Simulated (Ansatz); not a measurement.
OS, triplet, geometry from GFN2-xTB; B3LYP-D3BJ/6-31G** run with Ansatz (a first-principles code).

The Ansatz input:
Ansatz 0.2 input:
```yaml
crystal:
  periodic: [false, false, false]
  atoms:
    - {symbol: O, position_ang: [-0.00000000, -0.00000000, -0.97800273]}
    - {symbol: S, position_ang: [0.00000000, 0.00000000, 0.48900137]}
basis:
  gaussian:
    orbitals: 6-31G__.json
hamiltonian:
  xc: b3lyp
  dispersion: d3bj
magnetization: {spin_polarized: true, initial_magnetization: 2}
```
The basis file holds 6-31G** in the JSON format of the Basis Set Exchange.

Task: What does Ansatz print? Leave out banner, timings and long lists.

Result: 
```
Functional definition: B3LYP
295 factors; integrals over basis functions are off by at most 7.6e-4 eV
mean field evaluation 1: about -12876.6979 eV, gradient 3.2e1 eV
mean field evaluation 2: about -12857.8516 eV, gradient 7.3e1 eV
mean field evaluation 4: about -12880.4061 eV, gradient 1.8e0 eV
mean field evaluation 8: about -12880.5065 eV, gradient 2.7e-1 eV
mean field evaluation 16: about -12880.5069 eV, gradient 1.4e-5 eV
mean field -12880.50686363 eV, -473.3498965174 hartree, gradient 1.4e-5 eV, S^2 2.006124; 0 other end points of the search recorded, 0 dependent functions left out
reference -12880.50701206 eV, -473.3499019721 hartree; 13, 11 occupied and 21, 23 virtual orbitals, 295 factors
Total energy: -12880.53663901 eV, -473.3509907424 hartree
```
